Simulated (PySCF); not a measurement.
Compound: CH9BN2Si.
Numbering: `[BH2:1][NH:2][Si@H:3]([CH3:4])[NH2:5]` (hydrogens: H6, H7 on B1; H8 on N2; H9 on Si3; H10, H11, H12 on C4; H13, H14 on N5)

Method: PySCF, PBE0-D3(BJ)/def2-SVP geometry optimisation, gas phase; density fitting, grid level 1; the optimiser is geomeTRIC in internal coordinates, started from a GFN2-xTB structure with every atom displaced at random (about 0.01 Å).

Step 0: E = -12705.0394 eV
```
atom  x, y, z in Å  |  force x, y, z in eV/Å
B1      1.8697   -1.1440   -1.0671   -1.295   1.259   0.960
N2      0.6599   -1.0239   -0.3518    1.146   0.433  -0.335
Si3    -0.0241    0.3653    0.4733    0.409   0.065   0.086
C4     -1.7019   -0.0853    1.0965   -0.771   0.178   0.315
N5     -0.1812    1.5997   -0.7147   -1.416   0.795   0.920
H6      2.5285   -0.1619   -1.1537    0.547   0.495  -0.097
H7      2.1624   -2.1344   -1.5750    0.426  -1.381  -0.635
H8      0.1191   -1.8502   -0.2945   -0.803  -1.127   0.061
H9      0.8830    0.6868    1.6375   -0.149   0.035  -0.136
H10    -2.3958   -0.3743    0.2965    0.087  -0.020  -0.274
H11    -2.1984    0.7544    1.6181    0.198   0.013  -0.045
H12    -1.6964   -0.9083    1.8153    0.185  -0.248   0.231
H13    -0.6210    2.4989   -0.4565    0.366  -0.722  -0.197
H14     0.5758    1.7569   -1.3290    1.069   0.223  -0.856
```

Step 1: E = -12705.1645 eV
```
atom  x, y, z in Å  |  force x, y, z in eV/Å
B1      1.8403   -1.0936   -1.0615    0.151  -0.311  -0.128
N2      0.6372   -1.0681   -0.3568   -0.275  -0.100   0.009
Si3    -0.0619    0.3477    0.4308    0.013   0.006   0.142
C4     -1.7443   -0.0943    1.1123    0.021  -0.108  -0.066
N5     -0.2281    1.6164   -0.7465    0.344  -0.158  -0.148
H6      2.4872   -0.0744   -1.1786   -0.007   0.050   0.017
H7      2.2386   -2.1373   -1.5510   -0.047   0.178   0.046
H8      0.1124   -1.9400   -0.2819    0.123   0.164  -0.041
H9      0.8488    0.7151    1.5651   -0.023   0.023   0.020
H10    -2.4139   -0.4245    0.3032   -0.001   0.002  -0.025
H11    -2.2141    0.7729    1.5948   -0.023   0.122   0.034
H12    -1.6890   -0.8918    1.8685    0.048  -0.038   0.019
H13    -0.4042    2.5217   -0.3295   -0.166   0.279   0.036
H14     0.5708    1.7300   -1.3739   -0.157  -0.110   0.085
```

Step 2: E = -12705.1781 eV
```
atom  x, y, z in Å  |  force x, y, z in eV/Å
B1      1.8377   -1.0996   -1.0614   -0.009   0.038   0.006
N2      0.6325   -1.0659   -0.3549   -0.040  -0.071  -0.029
Si3    -0.0552    0.3489    0.4471    0.016   0.058   0.000
C4     -1.7395   -0.0963    1.1156   -0.035  -0.022   0.010
N5     -0.2099    1.6084   -0.7427    0.105   0.069   0.101
H6      2.4747   -0.0692   -1.1452    0.062  -0.013  -0.028
H7      2.2320   -2.1225   -1.5803   -0.027   0.045   0.027
H8      0.1013   -1.9299   -0.2948   -0.011   0.007  -0.008
H9      0.8457    0.7167    1.5896   -0.011  -0.006  -0.005
H10    -2.4037   -0.4251    0.3007    0.008   0.007   0.001
H11    -2.2100    0.7756    1.5976    0.009  -0.002  -0.004
H12    -1.6809   -0.8967    1.8704    0.015   0.005  -0.002
H13    -0.4245    2.5317   -0.3678   -0.038  -0.074  -0.087
H14     0.5794    1.7036   -1.3788   -0.043  -0.040   0.018
```

Step 3: E = -12705.1818 eV
```
atom  x, y, z in Å  |  force x, y, z in eV/Å
B1      1.8361   -1.0860   -1.0576   -0.055  -0.014   0.033
N2      0.6261   -1.0590   -0.3555    0.157   0.135  -0.004
Si3    -0.0519    0.3515    0.4630   -0.038   0.055  -0.083
C4     -1.7381   -0.0989    1.1218   -0.035   0.039   0.043
N5     -0.1944    1.6006   -0.7366   -0.044   0.099   0.173
H6      2.5131   -0.0784   -1.1324   -0.066   0.003   0.039
H7      2.2050   -2.1032   -1.5931    0.037  -0.076  -0.043
H8      0.0879   -1.9177   -0.3157   -0.036  -0.055  -0.019
H9      0.8408    0.7146    1.6125    0.010  -0.019  -0.013
H10    -2.3979   -0.4253    0.3024    0.006   0.003   0.011
H11    -2.2095    0.7732    1.6057    0.010  -0.055  -0.012
H12    -1.6750   -0.9023    1.8736   -0.009   0.021  -0.009
H13    -0.4486    2.5331   -0.4115    0.025  -0.148  -0.075
H14     0.5860    1.6773   -1.3815    0.038   0.012  -0.039
```

Question: Estimate the geometry and energy of step 4. (The exact step hangs on the optimiser's Hessian estimate; all steps are aligned on step 3, rigid shifts and turns removed.)

Answer: E = -12705.1843 eV, largest force 0.076 eV/Å
```
atom  x, y, z in Å  |  force x, y, z in eV/Å
B1      1.8377   -1.0905   -1.0574   -0.017   0.053   0.041
N2      0.6276   -1.0550   -0.3586    0.058   0.005   0.009
Si3    -0.0514    0.3537    0.4635   -0.029   0.028  -0.064
C4     -1.7378   -0.0978    1.1247    0.005   0.022   0.011
N5     -0.1906    1.6014   -0.7347    0.002  -0.014   0.068
H6      2.5093   -0.0792   -1.1147   -0.005  -0.006  -0.003
H7      2.2091   -2.1056   -1.5991    0.009  -0.040  -0.018
H8      0.0837   -1.9115   -0.3258   -0.032  -0.023  -0.010
H9      0.8424    0.7111    1.6131    0.015  -0.012  -0.004
H10    -2.3986   -0.4230    0.3062   -0.003  -0.003   0.002
H11    -2.2093    0.7708    1.6118   -0.002  -0.014   0.001
H12    -1.6725   -0.9020    1.8747   -0.005   0.004  -0.001
H13    -0.4572    2.5313   -0.4248   -0.013  -0.007  -0.012
H14     0.5871    1.6760   -1.3836    0.017   0.008  -0.019
```

The energy changes by -0.0025 eV. The first-order estimate −F·Δx gives -0.0040 eV and the mean of the old and new forces, exact on a quadratic surface, -0.0024 eV. The step makes an angle of 71° with the force vector and moves no atom by more than 0.018 Å.

What follows is the cost of the whole optimisation. The run took 1.7 min on Arm Neoverse V2, one thread, no GPU, shared host with 32 logical CPUs at a one-minute load of 25, and the process peaked at 0.50 GiB of memory.
